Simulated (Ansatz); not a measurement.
The same redistribution along the group Ti, Zr, Hf.

Computed with Ansatz on PBE0-D4/def2-TZVP structures; ΔE is electronic, products minus reactants. CCSD(T)/CBS adds triple-zeta CCSD(T) − MP2 to the extrapolated MP2 energy (def2 sets, frozen cores). Functionals use def2-TZVPP. def2 core potentials past Kr. For Hf, Ti, Zr outer-core shells are correlated without core-valence functions, which leaves a few kJ/mol of doubt a bond. Scalar relativity is left out up to krypton. One conformer a species, not always the lowest.

```
                                                                             reaction  PBE0-D4 (kJ/mol)
`[F][Ti]([F])([Cl])[Cl]` + `C[SiH](S)CCl` → `[F][Ti]([Cl])([Cl])[Cl]` + `C[SiH](S)CF`                57
`[F][Zr]([F])([Cl])[Cl]` + `C[SiH](S)CCl` → `[F][Zr]([Cl])([Cl])[Cl]` + `C[SiH](S)CF`                55
`[F][Hf]([F])([Cl])[Cl]` + `C[SiH](S)CCl` → `[F][Hf]([Cl])([Cl])[Cl]` + `C[SiH](S)CF`                55
```

Task: Give the CCSD(T)/CBS values in the same order. (An estimate is asked.)

Result: Ansatz gave: 55, 58, 59 kJ/mol.

Largest T1 diagnostic: 0.024, for `[F][Ti]([Cl])([Cl])[Cl]`.
